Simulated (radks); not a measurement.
The numbers below are computed, except where a source is named.
Problem. The mean radii <r> (bohr) of the occupied orbitals of an atom or ion are listed with their occupations. Level of theory: non-relativistic Kohn-Sham, LB94 model potential, spin-polarised, spherical densities, point nucleus (a radial shooting solver on a logarithmic mesh with Libxc functionals).

| orbital | occ. | <r> |
|---|---|---|
| 1s up | 1 | 0.02132 |
| 1s down | 1 | 0.02132 |
| 2s up | 1 | 0.09023 |
| 2s down | 1 | 0.09023 |
| 2p up | 3 | 0.07634 |
| 2p down | 3 | 0.07635 |
| 3s up | 1 | 0.2301 |
| 3s down | 1 | 0.2301 |
| 3p up | 3 | 0.2200 |
| 3p down | 3 | 0.2200 |
| 3d up | 5 | 0.1934 |
| 3d down | 5 | 0.1934 |
| 4s up | 1 | 0.5174 |
| 4s down | 1 | 0.5180 |
| 4p up | 3 | 0.5262 |
| 4p down | 3 | 0.5269 |
| 4d up | 5 | 0.5473 |
| 4d down | 5 | 0.5483 |
| 5s up | 1 | 1.185 |
| 5s down | 1 | 1.177 |
| 5p up | 3 | 1.278 |
| 4f up | 7 | 0.6366 |
| 4f down | 6 | 0.6375 |

Name the element and its charge. Open shells, if any, are filled with parallel spins first.

Solution. Z = 71, lutetium, charge +7: Lu7+ in [Kr] 4d10 4f13 5s2 5p3. The 1s radius gives Z: for a bare nucleus <r> = 1.5/Z, 0.02113 bohr for Z = 71, and screening makes it slightly larger (0.02132 here). The occupations add up to 64, and the charge is Z minus that.
